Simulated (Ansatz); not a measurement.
Relaxation of AlF2H4NO (9 atoms, charge 0, multiplicity 1), to a largest force component of 0.03 eV/Å in at most 50 steps.

All numbers below come from Ansatz 0.2.0, RKS PBE-D4/def2-SVP.

```xyz
9
Properties=species:S:1:pos:R:3
Al 0.081 -0.231 0.181
N 0.025 -0.111 2.048
H -0.762 -0.539 2.547
H 0.888 -0.255 2.581
F 1.541 -0.308 -0.621
F -1.359 -0.444 -0.636
O -0.386 2.631 0.767
H -1.353 2.661 0.633
H -0.302 2.074 1.590
```

Where does it end, and by what steps?

The forces met the threshold. After 8 steps the energy has fallen by 0.850 eV; O7 moved furthest, 0.56 Å. Joined: Al1–O7 (2.96 → 1.97 Å).

```tsv
step	energy less start (eV)	largest force component (eV/Å)	accepted
0	0.0000	1.581	yes
1	-0.2524	0.854	yes
2	-0.5360	1.372	yes
3	-0.7514	1.029	yes
4	-0.7706	0.927	yes
5	-0.8378	0.440	yes
6	-0.8475	0.196	yes
7	-0.8496	0.076	yes
8	-0.8502	0.030	yes
```

```xyz
9
Properties=species:S:1:pos:R:3
Al -0.006 0.181 0.255
N -0.003 0.013 2.096
H -0.749 -0.523 2.553
H 0.871 -0.201 2.589
F 1.440 0.002 -0.576
F -1.446 -0.230 -0.512
O -0.272 2.090 0.650
H -1.159 2.431 0.423
H -0.304 1.714 1.614
```

Whether the end is a true minimum wasn't checked by a vibrational analysis.

The run took 9.6 s on 2 threads of Intel(R) Xeon(R) 6975P-C (Granite Rapids) (shared host), peak memory 0.17 GiB.
